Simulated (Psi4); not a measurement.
CH$_{4}$AlFO$_{2}$ (SMILES C[O][Al]([OH])[F]), singlet, geometry from GFN2-xTB (such geometries of metal compounds can be far from the true shape); Psi4 with MP3/def2-SVP.

The Psi4 input:
```
memory 2 GB

molecule {
0 1
Al    0.02582713    0.42917901    0.31546089
F     1.02880439    1.71123044    0.05608969
O    -0.99950813    0.38112299    1.60759740
H    -1.24706961    0.90599618    2.35665290
O     0.14316986   -0.76331544   -0.80740913
C    -0.14305943   -1.98466053   -1.42783094
H    -0.52171638   -1.79578553   -2.43538704
H     0.77348822   -2.57620088   -1.49420480
H    -0.89063177   -2.54890801   -0.86738014
}

set {
  basis def2-svp
  freeze_core true
}

energy('mp3')
print_variables()
```

The log (banner, timings and long lists left out):

```
    Information: MP3 default algorithm changed to DF in August 2020. Use `set mp_type conv` for previous behavior.
    For method 'MP3', SCF Algorithm Type (re)set to DISK_DF.

   => Loading Basis Set <=

    Name: DEF2-SVP
    Role: ORBITAL
    Keyword: BASIS

         ---------------------------------------------------------
                                   SCF
               by Justin Turney, Rob Parrish, Andy Simmonett
                          and Daniel G. A. Smith
                              RHF Reference
         ---------------------------------------------------------

  ==> Geometry <==

    Molecular point group: c1
    Full point group: C1

    Geometry (in Angstrom), charge = 0, multiplicity = 1:

       Center              X                  Y                   Z               Mass
    ------------   -----------------  -----------------  -----------------  -----------------
         AL          -0.005321861957     0.343014791571     0.285857058964    26.981538530000
         F            0.997655398043     1.625066221571     0.026485858964    18.998403162730
         O           -1.030657121957     0.294958771571     1.577993568964    15.994914619570
         H           -1.278218601957     0.819831961571     2.327049068964     1.007825032230
         O            0.112020868043    -0.849479658429    -0.837012961036    15.994914619570
         C           -0.174208421957    -2.070824748429    -1.457434771036    12.000000000000
         H           -0.552865371957    -1.881949748429    -2.464990871036     1.007825032230
         H            0.742339228043    -2.662365098429    -1.523808631036     1.007825032230
         H           -0.921780761957    -2.635072228429    -0.896983971036     1.007825032230

  Running in c1 symmetry.

  Rotational constants: A =      0.21200  B =      0.08802  C =      0.06294 [cm^-1]
  Rotational constants: A =   6355.72803  B =   2638.81246  C =   1886.89801 [MHz]
  Nuclear repulsion =  226.890798066542601

  Charge       = 0
  Multiplicity = 1
  Electrons    = 48
  Nalpha       = 24
  Nbeta        = 24

  ==> Algorithm <==

  SCF Algorithm Type is DISK_DF.
  DIIS enabled.
  MOM disabled.
  Fractional occupation disabled.
  Guess Type is SAD.
  Energy threshold   = 1.00e-08
  Density threshold  = 1.00e-08
  Integral threshold = 1.00e-12

  ==> Primary Basis <==

  Basis Set: DEF2-SVP
    Blend: DEF2-SVP
    Number of shells: 44
    Number of basis functions: 94
    Number of Cartesian functions: 99
    Spherical Harmonics?: true
    Max angular momentum: 2

   => Loading Basis Set <=

    Name: (DEF2-SVP AUX)
    Role: JKFIT
    Keyword: DF_BASIS_SCF

  ==> Integral Setup <==

  ==> DiskDFJK: Density-Fitted J/K Matrices <==

    J tasked:                  Yes
    K tasked:                  Yes
    wK tasked:                  No
    Integrals threads:           1
    Algorithm:                Core
    Integral Cache:           SAVE
    Schwarz Cutoff:          1E-12
    Fitting Condition:       1E-10

   => Auxiliary Basis Set <=

  Basis Set: (DEF2-SVP AUX)
    Blend: DEF2-UNIVERSAL-JKFIT
    Number of shells: 162
    Number of basis functions: 506
    Number of Cartesian functions: 603
    Spherical Harmonics?: true
    Max angular momentum: 4

  Minimum eigenvalue in the overlap matrix is 1.1174376903E-02.
  Reciprocal condition number of the overlap matrix is 2.1960534539E-03.
    Using symmetric orthogonalization.

  ==> Pre-Iterations <==

  SCF Guess: Superposition of Atomic Densities via on-the-fly atomic UHF (no occupation information).

   -------------------------
    Irrep   Nso     Nmo
   -------------------------
     A         94      94
   -------------------------
    Total      94      94
   -------------------------

  ==> Iterations <==

                           Total Energy        Delta E     RMS |[F,P]|

   @DF-RHF iter SAD:  -529.57544770394236   -5.29575e+02   0.00000e+00
   @DF-RHF iter   1:  -530.96111705901728   -1.38567e+00   7.40086e-03 ADIIS/DIIS
   @DF-RHF iter   2:  -531.08734279924818   -1.26226e-01   4.62796e-03 ADIIS/DIIS
   @DF-RHF iter   3:  -531.15199643820313   -6.46536e-02   3.85486e-04 ADIIS/DIIS
   @DF-RHF iter   4:  -531.15290866825171   -9.12230e-04   9.32877e-05 DIIS
   @DF-RHF iter   5:  -531.15295459199899   -4.59237e-05   3.35977e-05 DIIS
   @DF-RHF iter   6:  -531.15295956006025   -4.96806e-06   7.55179e-06 DIIS
   @DF-RHF iter   7:  -531.15295998605507   -4.25995e-07   1.94015e-06 DIIS
   @DF-RHF iter   8:  -531.15296001869012   -3.26351e-08   6.28472e-07 DIIS
   @DF-RHF iter   9:  -531.15296002322998   -4.53986e-09   1.74653e-07 DIIS
   @DF-RHF iter  10:  -531.15296002348362   -2.53635e-10   6.49192e-08 DIIS
   @DF-RHF iter  11:  -531.15296002351226   -2.86491e-11   1.36287e-08 DIIS
   @DF-RHF iter  12:  -531.15296002351397   -1.70530e-12   3.41845e-09 DIIS
  Energy and wave function converged.

  ==> Post-Iterations <==

    Orbital Energies [Eh]
    ---------------------

    Doubly Occupied:

[...]
    Virtual:

[...]
      94A      4.125049

    Final Occupation by Irrep:
              A
    DOCC [    24 ]
    NA   [    24 ]
    NB   [    24 ]

  @DF-RHF Final Energy:  -531.15296002351397

   => Energetics <=

    Nuclear Repulsion Energy =            226.8907980665426010
    One-Electron Energy =               -1190.0327160635033579
    Two-Electron Energy =                 431.9889579734467020
    Total Energy =                       -531.1529600235139696

Computation Completed

Properties will be evaluated at   0.000000,   0.000000,   0.000000 [a0]

Properties computed using the SCF density matrix

 Multipole Moments:

 ------------------------------------------------------------------------------------
     Multipole            Electronic (a.u.)      Nuclear  (a.u.)        Total (a.u.)
 ------------------------------------------------------------------------------------

 L = 1.  Multiply by 2.5417464519 to convert [e a0] to [Debye]
[...]
  DIE_IF_NOT_CONVERGED          => (empty)
[...]
  LINEQ_SOLVER                  => (empty)
  LITERAL_CFOUR                 => (empty)
  LS_THC_BASIS_TOLERANCE        => (empty)
  LS_THC_DF                     => (empty)
  LS_THC_PRUNING_SCHEME         => (empty)
  LS_THC_RADIAL_POINTS          => (empty)
  LS_THC_SPHERICAL_POINTS       => (empty)
  LS_THC_S_EPSILON              => (empty)
  LS_THC_WEIGHTS_TOLERANCE      => (empty)
  MAT_NUM_COLUMN_PRINT          => (empty)
  MAX_MOGRAD_CONVERGENCE        => (empty)
  MAX_RADIAL_MOMENT             => (empty)
  MBIS_D_CONVERGENCE            => (empty)
  MBIS_MAXITER                  => (empty)
  MBIS_PRUNING_SCHEME           => (empty)
  MBIS_RADIAL_POINTS            => (empty)
  MBIS_SPHERICAL_POINTS         => (empty)
  MOLDEN_WITH_VIRTUAL           => (empty)
  MOLDEN_WRITE                  => (empty)
  MO_DIIS_NUM_VECS              => (empty)
  MO_MAXITER                    => (empty)
  MO_STEP_MAX                   => (empty)
  MP2_AMP_TYPE                  => (empty)
  MP2_OS_SCALE                  => (empty)
  MP2_SOS_SCALE                 => (empty)
  MP2_SOS_SCALE2                => (empty)
  MP2_SS_SCALE                  => (empty)
  MP2_TYPE                      => (empty)
  MP_TYPE                       => (empty)
  NAT_ORBS                      => FALSE           !
  NUM_FROZEN_DOCC               => (empty)
  NUM_FROZEN_UOCC               => (empty)
  NUM_GPUS                      => (empty)
  OCC_ORBS_PRINT                => (empty)
  OEPROP                        => (empty)
  OO_SCALE                      => (empty)
  OPT_METHOD                    => (empty)
  ORBITAL_OPTIMIZER_PACKAGE     => (empty)
  ORB_OPT                       => FALSE           !
  ORB_RESP_SOLVER               => (empty)
  ORTH_TYPE                     => (empty)
  PARENT_SYMMETRY               => (empty)
  PCG_BETA_TYPE                 => (empty)
  PCG_CONVERGENCE               => (empty)
  PCG_MAXITER                   => (empty)
  PCM                           => (empty)
  PE                            => (empty)
  PPL_TYPE                      => (empty)
  PRINT                         => (empty)
  PRINT_NOONS                   => (empty)
  PROPERTIES                    => (empty)
  PROPERTIES_ORIGIN             => (empty)
  PUREAM                        => (empty)
  QCHF                          => (empty)
  QC_MODULE                     => (empty)
  RAS1                          => (empty)
  RAS2                          => (empty)
  RAS3                          => (empty)
  RAS4                          => (empty)
  READ_SCF_3INDEX               => (empty)
  REGULARIZATION                => (empty)
  REG_PARAM                     => (empty)
  RELATIVISTIC                  => (empty)
  REMP_A                        => (empty)
  RESTRICTED_DOCC               => (empty)
  RESTRICTED_UOCC               => (empty)
  RMS_MOGRAD_CONVERGENCE        => (empty)
  R_CONVERGENCE                 => (empty)
  SCF_TYPE                      => DISK_DF         !
  SCREENING                     => (empty)
  SCS_TYPE                      => (empty)
  SOCC                          => (empty)
  SOS_TYPE                      => (empty)
  TRIPLES_IABC_TYPE             => (empty)
  WFN                           => (empty)
  WFN_TYPE                      => DF-OMP3         !
  WRITER_FILE_LABEL             => (empty)
  ZORA_BASIS_TOLERANCE          => (empty)
  ZORA_NR_DEBUG                 => (empty)
  ZORA_PRUNING_SCHEME           => (empty)
  ZORA_RADIAL_POINTS            => (empty)
  ZORA_SPHERICAL_POINTS         => (empty)

	For this residual convergence, default PCG convergence is:     1.00e-07
	For this energy convergence, default residual convergence is:     3.16e-07

 ==============================================================================
 ==============================================================================
 ==============================================================================

                     DF-MP3
              Program Written by Ugur Bozkaya
              Latest Revision September 9, 2017

 ==============================================================================
 ==============================================================================
 ==============================================================================

	MO spaces...

	 FC   OCC   VIR   FV
	----------------------
	  9   15    70    0

	Number of basis functions in the DF-CC basis: 310

	Total memory requirement for DF+CC int:     48.25 MB

	Computing DF-MP2 energy ...
	=======================================================================
	Nuclear Repulsion Energy (a.u.)    :   226.89079806654260
	DF-HF Energy (a.u.)                :  -531.15296002351397
	REF Energy (a.u.)                  :  -531.15296002351397
	DF-MP2 Correlation Energy (a.u.)   :    -0.75280318658236
	DF-MP2 Total Energy (a.u.)         :  -531.90576321009632
	=======================================================================

	=======================================================================
	================ MP3 FINAL RESULTS ====================================
	=======================================================================
	Nuclear Repulsion Energy (a.u.)    :   226.89079806654260
	SCF Energy (a.u.)                  :  -531.15296002351397
	REF Energy (a.u.)                  :  -531.15296002351397
	3rd Order Energy (a.u.)            :    -0.01510278446699
	DF-MP2.5 Correlation Energy (a.u.) :    -0.76035457881585
	DF-MP2.5 Total Energy (a.u.)       :  -531.91331460232982
	DF-MP3 Correlation Energy (a.u.)   :    -0.76790597104934
	DF-MP3 Total Energy (a.u.)         :  -531.92086599456331
	=======================================================================

  Variable Map:
  ----------------------------------------------------------------------------
[...]
  Array Variable Map:
  ----------------------------------------------------------------------------
[...]
[...]
```
